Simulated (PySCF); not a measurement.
**UHF on Ru (ruthenium, neutral)**

Configuration: [Kr] 4d6 5s1 5p1, one real determinant (an excited configuration). Computed with PySCF 2.14 in aug-cc-pwCVDZ-PP with ECP28MDF (6s6p5d3f, 70 functions), with scalar relativity through the core potential.

```json
{
 "Total energy": "-93.754772 hartree",
 "One-electron energy": "-162.3654 hartree",
 "Hartree (Coulomb) energy": "78.0168 hartree",
 "Exchange energy": "-9.4061 hartree",
 "⟨S²⟩": "12.0026",
 "⟨L²⟩": "8.068",
 "Sum of ⟨r⟩": "25.73 bohr",
 "Sum of ⟨r²⟩": "60.34 bohr²",
 "Traceless quadrupole moment −½Σ⟨3z² − r²⟩ along its main axis": "-8.09 e·bohr²"
}
```

```csv
shell,electrons,mean orbital energy (eV),spread (eV),"rms radius, mean of both spins (bohr)"
4s α,1,-102.12,0,1.10
4s β,1,-94.896,0,1.10
4p α,3,-67.423,1.566,1.21
4p β,3,-58.490,1.548,1.21
4d α,5,-16.437,1.596,1.71
4d β,1,-12.402,0,1.71
5s α,1,-9.640,0,3.44
5p α,1,-5.222,0,4.43
```

⟨L²⟩ = 8.07 against 12 for a pure F term, so this real determinant mixes terms. Energies and moments cover only the electrons outside the core potential.
